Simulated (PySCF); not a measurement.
## PBE0 on S+ (sulfur, charge +1)

Configuration: [Ne] 3s2 3p3, high-spin 4S determinant. Calculation: PySCF 2.14, in cc-pVTZ-DK; scalar relativity by spin-free X2C-1e.

- Total energy: -398.6878 hartree
- One-electron energy: -544.3924 hartree
- Hartree (Coulomb) energy: 171.0171 hartree
- Exchange-correlation energy: -25.3125 hartree
- ⟨S²⟩: 3.7503
- ⟨L²⟩: 0.000
- Sum of ⟨r⟩: 12.70 bohr
- Sum of ⟨r²⟩: 20.62 bohr²
- Langevin diamagnetic susceptibility: -16.3 ×10⁻⁶ cm³/mol
- Time after the integrals: 0.27 s of wall time on 1 thread of Neoverse-N1 (shared host)

```tsv
shell	electrons	mean orbital energy (eV)	rms radius, mean of both spins (bohr)
1s α	1	-2444.1	0.112
1s β	1	-2443.6	0.112
2s α	1	-232.39	0.520
2s β	1	-231.86	0.520
2p α	3	-175.03	0.494
2p β	3	-174.21	0.494
3s α	1	-31.468	1.77
3s β	1	-26.741	1.77
3p α	3	-19.489	2.03
```

Densities and radii are taken from the X2C orbitals without a picture-change correction, which distorts them close to the nucleus.
